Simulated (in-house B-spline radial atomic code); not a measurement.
A radial electron density 4πr²n(r) was computed for an atom or ion in its tabulated ground configuration with an all-electron radial atomic-structure program (B-spline basis); method: Dirac-Kohn-Sham B3LYP, spherical fractional occupations, exact exchange averaged over the configuration. Columns: r (bohr), 4πr²n(r) (electrons per bohr), bar.

```
 0.00195    1.369 #
 0.00238    1.956 ##
 0.00291    2.785 ##
 0.00355    3.919 ####
 0.00433    5.461 #####
 0.00529    7.542 #######
 0.00646    10.26 #########
 0.00789    13.71 ############
 0.00963    17.93 ################
  0.0118    22.96 #####################
  0.0144    28.34 #########################
  0.0175    33.59 ##############################
  0.0214    38.28 ##################################
  0.0261    41.36 #####################################
  0.0319    42.21 ######################################
   0.039    40.66 ####################################
  0.0476    37.59 ##################################
  0.0581    34.89 ###############################
  0.0709     34.8 ###############################
  0.0866    38.49 ##################################
   0.106    44.68 ########################################
   0.129     49.2 ############################################
   0.158    48.09 ###########################################
   0.192    40.81 ####################################
   0.235     31.3 ############################
   0.287    26.36 ########################
    0.35    28.15 #########################
   0.428    32.25 #############################
   0.522    32.03 #############################
   0.638    25.53 #######################
   0.779    16.38 ###############
   0.951    9.077 ########
    1.16    5.247 #####
    1.42    3.725 ###
    1.73    2.883 ###
    2.11     1.93 ##
    2.58   0.9899 #
    3.15   0.3725 
    3.85  0.09662 
     4.7  0.01623 
    5.73 0.001628 
       7 8.508e-05
```

**Question.** Which atom or ion is it?
A. Br2+
B. As2+
C. Rb3+
D. Se2+

**Answer.** D. The area under the curve, ∫4πr²n dr = ∫r·4πr²n d(ln r) on this logarithmic grid, is 32 electrons, which only this option has. The configuration is [Ar] 3d10 4s2 4p2.
